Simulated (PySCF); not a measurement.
# Electron correlation in Kr²⁺ (krypton, charge +2)

[Ar] 3d10 4s2 4p4, high-spin 3P determinant. All numbers are calculated (PySCF 2.14, scalar relativity by spin-free X2C-1e, in aug-cc-pVDZ-DK (6s5p3d, 36 functions)). Frozen: [Ar] 3d10; 6 electrons correlated.

| level | correlation energy (mhartree) |
| --- | --- |
| CCSD | -90.64 |
| (T) | -0.94 |
| CCSD(T) | -91.58 |
| CCSDT | -91.78 |

Diagnostics: T1 = 0.0057, D1 = 0.0183, largest double amplitude 0.041.

Cost of the coupled-cluster step: of the order of 0.11 core-seconds, for 6 correlated electrons.

Iterations:

```
CC2 = 0
CCSD nocc = (np.int64(4), np.int64(2)), nmo = (22, 22)
frozen orbitals [[0, 1, 2, 3, 4, 5, 6, 7, 8, 9, 10, 11, 12, 13], [0, 1, 2, 3, 4, 5, 6, 7, 8, 9, 10, 11, 12, 13]]
max_cycle = 100
direct = 0
conv_tol = 1e-08
conv_tol_normt = 1e-06
diis_space = 8
diis_start_cycle = 0
Init t2, MP2 energy = -0.075264300140764
Init E_corr(UCCSD) = -0.0752643001416642
cycle = 1  E_corr(UCCSD) = -0.087295118603006  dE = -0.0120308185  norm(t1,t2) = 0.0318745
cycle = 2  E_corr(UCCSD) = -0.0896949651020265  dE = -0.0023998465  norm(t1,t2) = 0.00953334
cycle = 3  E_corr(UCCSD) = -0.0906572586017256  dE = -0.0009622935  norm(t1,t2) = 0.00344473
cycle = 4  E_corr(UCCSD) = -0.0906365296275921  dE = 2.07289741e-05  norm(t1,t2) = 0.0003508
cycle = 5  E_corr(UCCSD) = -0.0906394048048929  dE = -2.8751773e-06  norm(t1,t2) = 6.5821e-05
cycle = 6  E_corr(UCCSD) = -0.0906391146644494  dE = 2.90140444e-07  norm(t1,t2) = 1.21493e-05
cycle = 7  E_corr(UCCSD) = -0.0906391822222379  dE = -6.75577884e-08  norm(t1,t2) = 2.18149e-06
cycle = 8  E_corr(UCCSD) = -0.0906391697320802  dE = 1.24901576e-08  norm(t1,t2) = 4.1474e-07
cycle = 9  E_corr(UCCSD) = -0.0906391670043809  dE = 2.72769933e-09  norm(t1,t2) = 7.19823e-08
UCCSD converged
E(UCCSD) = -2786.805536030322  E_corr = -0.09063916700438091
UCCSD(T) correction = -0.000944643066409007
```
